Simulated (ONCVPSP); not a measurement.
**erbium, ONCV: configuration errors across variants**

erbium, optimised norm-conserving Vanderbilt (ONCV), made with ONCVPSP 4.0.1 (PBE, scalar-relativistic). Core [Kr] 4d10 4f11, reference 5s2 5p6 5d1 6s1.75 6p0.25. Waves: 5s+6s: rc 2.25 bohr, ncon 3, nbas 8, qcut 6.3 1/bohr, 2 projectors; 5p+6p: rc 2.55 bohr, ncon 4, nbas 9, qcut 4.8 1/bohr, 3 projectors, debl 0.7 Ha; 5d: rc 3.50 bohr, ncon 4, nbas 8, qcut 4.9 1/bohr, 2 projectors, debl 2.2 Ha. Local part: polynomial inside 1.80 bohr (lpopt 5, dvloc0 -1 Ha). Core correction: polynomial model core, fcfact 0.45.

All-electron excitation energies from the reference (eV): (1) 5s2 5p6 5d1 6s2 6p0 -0.775; (2) 5s2 5p6 5d1 6s1 6p0 6.269; (3) 5s2 5p6 5d1 6s0 6p0 19.034; (4) 5s2 5p5 5d1 6s2 6p0 34.235.

Errors AE − PS in meV (a dash: test not solved or not reliable):

```json
{"change": "base", "(1)": "+0.1", "(2)": "-4.3", "(3)": "-32", "(4)": "-299", "bound ghosts": "none", "GHOST(+) flags above zero": "none"}
{"change": "d: debl 0.2", "(1)": "+0.1", "(2)": "-4.2", "(3)": "-31", "(4)": "-299", "bound ghosts": "none", "GHOST(+) flags above zero": "none"}
{"change": "d: debl 0.25", "(1)": "+0.1", "(2)": "-4.2", "(3)": "-31", "(4)": "-299", "bound ghosts": "none", "GHOST(+) flags above zero": "none"}
{"change": "d: debl 0.35", "(1)": "+0.1", "(2)": "-4.2", "(3)": "-31", "(4)": "-297", "bound ghosts": "none", "GHOST(+) flags above zero": "none"}
{"change": "d: debl 0.55", "(1)": "+0.1", "(2)": "-4.2", "(3)": "-31", "(4)": "-297", "bound ghosts": "none", "GHOST(+) flags above zero": "none"}
{"change": "d: debl 1.1", "(1)": "+0.1", "(2)": "-4.2", "(3)": "-31", "(4)": "-297", "bound ghosts": "none", "GHOST(+) flags above zero": "none"}
{"change": "d: debl 1.5", "(1)": "+0.1", "(2)": "-4.2", "(3)": "-32", "(4)": "-297", "bound ghosts": "none", "GHOST(+) flags above zero": "none"}
{"change": "d: debl 2.25", "(1)": "+0.1", "(2)": "-4.3", "(3)": "-32", "(4)": "-299", "bound ghosts": "none", "GHOST(+) flags above zero": "none"}
{"change": "d: debl 3.15", "(1)": "0.0", "(2)": "-4.4", "(3)": "-33", "(4)": "-302", "bound ghosts": "none", "GHOST(+) flags above zero": "none"}
{"change": "d: debl 4.7", "(1)": "-0.2", "(2)": "-13", "(3)": "-91", "(4)": "-433", "bound ghosts": "none", "GHOST(+) flags above zero": "d"}
```

Question: Give the same row for: d: debl 0.8.

Answer: +0.1, -4.2, -31, -297; bound ghosts: none; GHOST(+) flags above zero: none.
